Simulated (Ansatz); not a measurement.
Consider the ligand exchange at the Si–F bond: `F[SiH2][SiH2]Cl` + CH₃OH → `CO[SiH2][SiH2]Cl` + H–F.

Isolated molecules relaxed with PBE0-D4/def2-TZVP in Ansatz; ΔE leaves out vibrations. CBS: MP2 limit from def2 TZ/QZ plus the TZ coupled-cluster correction, frozen cores. This one scheme is used for every species. Functionals use def2-TZVPP. B3LYP here is the variant with VWN-RPA as its local correlation; programs differ in this. One conformer a species, not always the lowest.

`F[SiH2][SiH2]Cl`:

Cartesian coordinates in Å:
```
F -0.012 1.681 -1.642
Si -0.313 1.134 -0.162
Si 0.350 -1.107 0.020
Cl -0.103 -1.637 1.965
H 0.440 1.972 0.806
H -1.770 1.261 0.093
H 1.807 -1.297 -0.186
H -0.398 -2.007 -0.893
```

CH₃OH:

Cartesian coordinates in Å:
```
C 0.010 -0.253 0.250
O 0.462 0.859 -0.488
H 0.768 -0.467 1.004
H -0.112 -1.148 -0.373
H -0.938 -0.055 0.767
H -0.190 1.064 -1.160
```

`CO[SiH2][SiH2]Cl`:

```xyz
12

C     1.477   -1.409   -1.145
O     0.300   -0.894   -0.562
Si    0.254    0.548    0.228
Si   -1.947    0.844    0.962
Cl   -1.992    2.653    1.961
H     2.259   -1.564   -0.393
H     1.864   -0.738   -1.920
H     1.240   -2.370   -1.603
H     0.654    1.668   -0.673
H     1.192    0.555    1.389
H    -2.919    0.918   -0.157
H    -2.381   -0.211    1.912
```

H–F:

Cartesian coordinates in Å:
```
F -0.039 -0.374 0.266
H 0.039 0.374 -0.266
```

| level | ΔE (kJ/mol) | difference from CCSD(T)/CBS |
| --- | --- | --- |
| r2SCAN-D4 | 39.2 | 5.5 |
| B3LYP-D4 | 36.7 | 3.0 |
| ωB97X-V | 38.5 | 4.8 |
| r2SCAN | 40.8 | 7.1 |
| PBE0 | 39.5 | 5.8 |
| B3LYP | 44.8 | 11.1 |
| MP2/def2-TZVPP | 30.4 | -3.3 |
| SCS-MP2/def2-TZVPP | 34.8 | 1.1 |
| HF/def2-QZVPP | 47.1 | 13.4 |
| CCSD/CBS(def2) | 35.7 | 2.0 |
| CCSD(T)/CBS | 33.7 | 0 |

Largest T1 diagnostic among the species: 0.011.

The D4 term adds −8.1 kJ/mol with B3LYP and −4.6 kJ/mol with PBE0; it sums over pairs of atoms, weighted by their polarisabilities, and B3LYP, whose exchange is more repulsive, gets the larger term. In def2-TZVPP, CCSD(T) changes the Hartree–Fock value by −12.8 kJ/mol (the triples alone add −2.0 kJ/mol) and MP2 by −15.6 kJ/mol.
